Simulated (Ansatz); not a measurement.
```xyz
21

C    -0.145    1.782    3.386
Zn    0.443    0.944    1.724
Si    1.148   -0.101   -0.298
Si    1.832   -2.306    0.107
C    -0.229   -0.058   -1.611
C    -0.532    1.379   -2.051
Si   -1.763   -0.904   -0.953
H     0.083    1.146    4.245
H    -1.224    1.955    3.371
H     0.350    2.745    3.538
H     2.345    0.589   -0.880
H     0.840   -3.044    0.937
H     3.123   -2.297    0.851
H     2.028   -3.076   -1.155
H     0.126   -0.643   -2.468
H    -0.913    1.979   -1.218
H     0.364    1.882   -2.426
H    -1.286    1.410   -2.843
H    -2.891   -0.820   -1.923
H    -2.192   -0.225    0.307
H    -1.505   -2.336   -0.641
```

The species carries charge 0 and has multiplicity 1.

(1) List the PBE/def2-TZVPP orbital energies in eV (the Gaussian-basis code of Ansatz). (Estimate.)

Results:

(1) Computed: Occupied: -9407.26, -1779.44, -1779.27, -1779.21, -1133.84, -999.61, -999.61, -999.56, -269.10, -269.03, -268.26, -137.21, -137.05, -136.97, -125.93, -93.94, -93.94, -93.93, -93.78, -93.77, -93.77, -93.70, -93.70, -93.68, -83.32, -83.32, -83.16, -19.01, -16.48, -15.54, -13.46, -12.89, -12.07, -11.52, -11.50, -11.46, -11.46, -11.40, -10.70, -10.08, -9.50, -9.21, -9.20, -8.81, -8.36, -8.33, -8.09, -7.89, -7.64, -7.05, -6.77, -5.76. Lowest empty: -1.75, -1.54, -0.67, -0.35, 0.07, 0.14, 0.30, 0.49.
